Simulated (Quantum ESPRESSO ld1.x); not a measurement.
Species: V+. Configuration: [Ar] 3d4.

Method: non-relativistic Kohn-Sham, LDA (Slater exchange, Perdew-Zunger correlation), spin-polarised, spherical densities, point nucleus; open shells are filled with parallel spins first; computed with ld1.x of Quantum ESPRESSO 7.5.

Energy parts (hartree):
| part | energy |
|---|---|
| total | -941.5069 |
| kinetic | 940.2400 |
| electron-nucleus | -2231.9890 |
| Hartree | 393.2678 |
| exchange-correlation | -43.0257 |

Orbitals (lengths in bohr, moments of r in powers of bohr; <r^-3> diverges for s and p1/2):
| orbital | occ. | eigenvalue (hartree) | <r^-3> |
|---|---|---|---|
| 1s down | 1 | -195.308 | - |
| 1s up | 1 | -195.308 | - |
| 2s up | 1 | -21.8878 | - |
| 2s down | 1 | -21.8430 | - |
| 2p up | 3 | -18.5059 | 301.3 |
| 2p down | 3 | -18.4714 | 302.1 |
| 3s up | 1 | -2.66438 | - |
| 3s down | 1 | -2.54952 | - |
| 3p up | 3 | -1.75407 | 35.05 |
| 3p down | 3 | -1.64084 | 34.75 |
| 3d up | 4 | -0.37042 | 2.356 |
| 3d down | 0 | -0.26892 | 2.176 |

The highest occupied level is 3d up at -10.080 eV. Summed over all electrons, <r^2> = 22.76 bohr^2, which gives a Langevin (diamagnetic) susceptibility term of -18 x 10^-6 cm^3/mol.
